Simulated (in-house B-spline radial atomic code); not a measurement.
Configurations of Li, with energies counted from [He] 2s1. Level of theory: Dirac-Hartree-Fock, average of configuration, Fermi nucleus of rms radius 2.444 fm; calculated with a radial B-spline atomic code at the basis-set limit. Energies include first-order Breit, QED and recoil terms.

| configuration | E - E(ref) (eV) | highest orbital | its <r> (bohr) |
| --- | --- | --- | --- |
| [He] 2p1 | 1.8411 | 2p3/2 | 4.796 |
| [He] 3p1 | 3.797 | 3p3/2 | 12.19 |
| [He] 4s1 | 4.2949 | 4s1/2 | 19.52 |
| [He] 5s1 | 4.7004 | 5s1/2 | 31.84 |
| [He] 5p1 | 4.7901 | 5p3/2 | 35.98 |
| [He] 5f1 | 4.7976 | 5f7/2 | 31.5 |
| [He] 6s1 | 4.9089 | 6s1/2 | 47.16 |
| [He] 6g1 | 4.9639 | 6g9/2 | 44 |

Q: Order these further configurations by energy, lowest first.
A. [He] 6p1
B. [He] 3d1
C. [He] 5d1
D. [He] 6d1
E. [He] 4d1

A: B (3.83 eV), E (4.4914 eV), C (4.7975 eV), A (4.9595 eV), D (4.9638 eV).

Q: How far above the reference does [He] 4f1 lie?

A: 4.4915 eV; its least bound orbital is 4f7/2 with <r> = 18 bohr.

Q: How far above the reference does [He] 3s1 lie?

A: 3.3337 eV; its least bound orbital is 3s1/2 with <r> = 10.19 bohr.

Q: How far above the reference does [He] 4p1 lie?

A: 4.477 eV; its least bound orbital is 4p3/2 with <r> = 22.58 bohr.
